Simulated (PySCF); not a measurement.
A GIAO shielding run with PySCF 2.14.0 with density-fitted response routines (density fitting, non-relativistic, gas phase) on `InChI=1S/C2H7NSSi2/c3-1-6-2-4-5/h2,6H2,5H3`:

```
$ OMP_NUM_THREADS=1 python probes_run.py task.json out

{"job": {"kind": "nmr", "xc": "PBE0", "basis": "pcSseg-1"}, "charge": 0, "multiplicity": 1}
N     -4.093466    -0.354289     0.818869
C     -3.167425     0.213685     0.455805
Si    -1.666638     1.159420    -0.140321
C     -0.218767    -0.065596     0.026104
S      1.314647     0.767913    -0.536872
Si     2.716221    -0.823552    -0.236335
H     -1.490516     2.304926     0.750660
H     -1.899245     1.508467    -1.540662
H     -0.067474    -0.381627     1.057185
H     -0.362167    -0.953253    -0.588343
H      2.676019    -1.176391     1.178723
H      2.277492    -1.950889    -1.051995
H      3.976931    -0.248327    -0.660974
```

Hardware: 1 thread of an Intel Xeon, shared host. The job also computes population analyses, field gradients.

Q: How large is the calculation?

A: 70 electrons, 158 basis functions and 887 auxiliary functions.

Q: How long does it take, and how much memory does it need?

A: 60 s of wall time, with 14 SCF cycles and 5 response iterations; peak memory 0.72 GiB. Times on a shared host scatter by some tens of per cent.
